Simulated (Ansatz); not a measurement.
Total energies of CH5FGeOSi (`F[C]1([GeH3])O[SiH2]1`).

```xyz
10

F     1.101    1.359   -0.884
C     0.432    0.411   -0.148
Ge   -1.501    0.452   -0.531
O     0.780    0.497    1.233
Si    1.418   -0.927    0.613
H    -2.142   -0.708    0.244
H    -1.710    0.260   -2.039
H    -2.087    1.795   -0.070
H     0.826   -2.178    1.131
H     2.884   -0.961    0.451
```

Charge 0, multiplicity 1. Correlated methods include outer-core shells of Ge, which these sets cover unevenly. Scalar relativity is left out up to krypton. The structure was optimised at the PBE0-D4/def2-TZVP level. Basis def2-TZVPP, Ansatz.

RPA on PBE orbitals: Hartree–Fock energy of these orbitals -2579.34558 Eh, correlation -1.63937 Eh (frozen core).

```json
{"functional": "B97M-V", "energy without D4 (Eh)": "-2582.22136", "D4 term (kJ/mol)": "–"}
{"functional": "B3LYP", "energy without D4 (Eh)": "-2582.80772", "D4 term (kJ/mol)": "-36.1"}
```

(1) Give the same for LDA (SPW92), PBE, revPBE, BLYP, r2SCAN, PBE0, r2SCANh, r2SCAN0, HSE06 (plane-wave form), BHLYP, CAM-B3LYP, LC-ωPBE, ωB97X-V, ωB97M-V, B2PLYP, PBE-QIDH. (Best estimate.)

B3LYP takes the VWN-RPA correlation (the form of Gaussian; ORCA's B3LYP/G). HSE06 is the plane-wave form, built on full-range PBE exchange. The double hybrids freeze the cores in their second-order part.

## Answers

(1) Computed: 
```tsv
functional	energy without D4 (Eh)	D4 term (kJ/mol)
LDA (SPW92)	-2576.87770	–
PBE	-2582.04854	-22.2
revPBE	-2582.44837	-63.9
BLYP	-2582.75263	-48.6
r2SCAN	-2582.60496	-5.3
PBE0	-2582.13008	-18.8
r2SCANh	-2582.58137	-5.7
r2SCAN0	-2582.54797	-6.3
HSE06 (plane-wave form)	-2582.11444	-17.6
BHLYP	-2582.61418	-29.1
CAM-B3LYP	-2582.79726	-19.2
LC-ωPBE	-2582.25070	–
ωB97X-V	-2582.43402	–
ωB97M-V	-2582.53352	–
B2PLYP	-2582.11106	–
PBE-QIDH	-2581.68763	–
```

LC-ωPBE has ω = 0.4 bohr⁻¹.
